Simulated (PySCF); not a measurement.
Delta-SCF ions had no search for a lower state. Excitations are Tamm–Dancoff values on a coarser integration grid. The basis has no diffuse functions, so Rydberg states are missing or too high.

Z-matrix (Å, degrees):
```
Si
C 1 1.6997
H 2 1.0820 1 123.19
H 2 1.0827 3 115.83 1 -177.06
N 1 1.7197 2 125.52 3 -3.22
C 5 1.2609 1 129.69 2 46.63
H 6 1.0942 5 120.13 1 -174.97
H 6 1.0982 7 115.76 5 179.97
H 1 1.4684 2 123.87 3 -177.39
```
Charge 0, spin multiplicity 1.

Q: What S1–T1 gap (TDA), dipole moment, T1 excitation (TDA), vertical ionisation energy (Delta-SCF), HOMO, S1 oscillator strength, HOMO–LUMO gap and S1 excitation (TDA) does M06-2X/def2-TZVP // B3LYP-D3(BJ)/def2-TZVP (PySCF 2.14.0) give?

A: 
```
Quantity                                   Value
--------------------------------------  --------
S1–T1 gap (TDA)                          0.88 eV
dipole moment                             1.75 D
T1 excitation (TDA)                      2.73 eV
vertical ionisation energy (Delta-SCF)   8.21 eV
HOMO                                    -7.24 eV
S1 oscillator strength                     0.025
HOMO–LUMO gap                            6.51 eV
S1 excitation (TDA)                      3.61 eV
```
